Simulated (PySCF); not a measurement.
Species: C₃H₁₃Si₃ (doublet state).
Numbering: `[CH3:1][CH2:2][SiH2:3][C:4]([SiH3:5])[SiH3:6]` (hydrogens: H7, H8, H9 on C1; H10, H11 on C2; H12, H13 on Si3; H14, H15, H16 on Si5; H17, H18, H19 on Si6)

Structure used (GFN2-xTB), in Å, numbered top down from 1:
```xyz
19
C3H13Si3 angstrom
C      2.2691    0.3596    0.7158
C      1.8986   -0.6054   -0.4019
Si     0.3641   -0.0441   -1.3950
C     -1.1013    0.0216   -0.2333
Si    -1.7430    1.6781    0.3630
Si    -1.9018   -1.5664    0.3582
H      1.4541    0.4474    1.4318
H      3.1563    0.0176    1.2485
H      2.4750    1.3499    0.3145
H      2.7468   -0.7155   -1.0790
H      1.7090   -1.5913    0.0245
H      0.1484   -1.0253   -2.4697
H      0.6359    1.2725   -1.9893
H     -2.7425    1.4963    1.4196
H     -2.3572    2.3997   -0.7596
H     -0.6404    2.4953    0.8870
H     -1.0591   -2.7245    0.0432
H     -3.2059   -1.7393   -0.2959
H     -2.1159   -1.5170    1.8100
```

The hyperfine couplings belong to this conformer and change with its torsions.

Computed with UKS B3LYP, pcH-1 on C H Si, non-relativistic, mean-field spin-orbit, GIAO in PySCF 2.14.0. One conformer (not necessarily the lowest) at the GFN2-xTB geometry, without solvent, vibrations or thermal averaging. GFN2-xTB frequencies show an imaginary mode (35i cm⁻¹), so this geometry is no minimum at that level. A GFN2-xTB geometry isn't a minimum of the functional, and hyperfine couplings can be far from their values at a DFT geometry. The SCF solution wasn't tested for stability.

**Question.** The isotropic 13C couplings are +70.8, +32.7, -0.6 MHz. Assign them to C1; C2; C4.

**Answer.** 
```csv
site,a_iso (MHz),ρ(0) (bohr⁻³),position,distance from C4 (Å),spin population,largest |T| (MHz)
C1,-0.6,-0.0005,3 bonds from C4,3.52,0.00,0.8
C2,+32.7,+0.0291,2 bonds from C4,3.07,+0.04,8.2
C4,+70.8,+0.0630,largest spin population,0.00,+0.95,134.1
```

ρ(0) is the spin density at the nucleus and T the dipolar tensor; a_iso includes a spin–orbit part; entries for several nuclei are means. The largest Mulliken spin population is on C4 (+0.95). The angles at C4 add up to 360.0°, so it is planar.

Means are taken over nuclei equivalent by connectivity, which assumes that they swap fast. The six 1H nuclei of mean +42.2 MHz run from -1.3 to 81.9 MHz in the frozen geometry. The 1H value of +20.7 MHz is a mean of couplings from 1.8 to 39.6 MHz in this one geometry, not an average over conformers. The 1H value of +2.0 MHz is a mean of couplings from -2.7 to 6.6 MHz in this one geometry, not an average over conformers.

Hardware: one thread, Intel Xeon at 2.60 GHz (x86_64), no GPU (shared host). Cost: 98 s wall (grids of density and orbitals included), 1.1 GiB resident at most.
